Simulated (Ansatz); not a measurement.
# As2 (SMILES [As]#[As]): the energy, rung by rung

The species is As2 (2 atoms), meant as a singlet with charge 0. As SMILES, `[As]#[As]`. Geometry: relaxed at PBE0-D4/def2-TZVP.

| atom | x (Å) | y (Å) | z (Å) |
| --- | --- | --- | --- |
| As | 0.0000 | 0.0000 | 0.0025 |
| As | 0.0000 | 0.0000 | 2.0915 |

Quantity: the energy change with the As1–As2 bond stretched from 2.089 to 2.716 Å, in eV. The values are calculated.

```tsv
level	kind	program	value (eV)	CPU time (all runs)
HF/def2-TZVPPD (restricted)	Hartree–Fock	Ansatz	3.28	8.5 s
SVWN5/def2-TZVPPD (restricted)	LDA	Ansatz	2.43	6 s
BLYP/def2-TZVPPD (restricted)	GGA	Ansatz	1.93	10 s
r2SCAN/def2-TZVPPD (restricted)	meta-GGA	Ansatz	2.51	20 s
r2SCAN0/def2-TZVPPD (restricted)	hybrid meta-GGA	Ansatz	2.90	24 s
HSE06/def2-TZVPPD (restricted)	range-separated hybrid	Ansatz	2.66	12 s
RPA@PBE/def2-TZVPPD (restricted)	RPA	Ansatz	1.98	17 s
RPA@PBE0/def2-TZVPPD (restricted)	RPA	Ansatz	2.31	20 s
BCCD(T)/def2-TZVPPD (restricted)	coupled cluster or CI	Ansatz	2.01	38 s
```

All-electron rows without a relativistic Hamiltonian named are non-relativistic. The first shape isn't each level's own minimum. The values span 1.93 to 3.28 eV. In the correlated wave-function rows the outer d shell of As is correlated, in sets not made for it. Times are those of the runs behind each value, whatever else they computed, on shared processors of several kinds: orders of magnitude only.
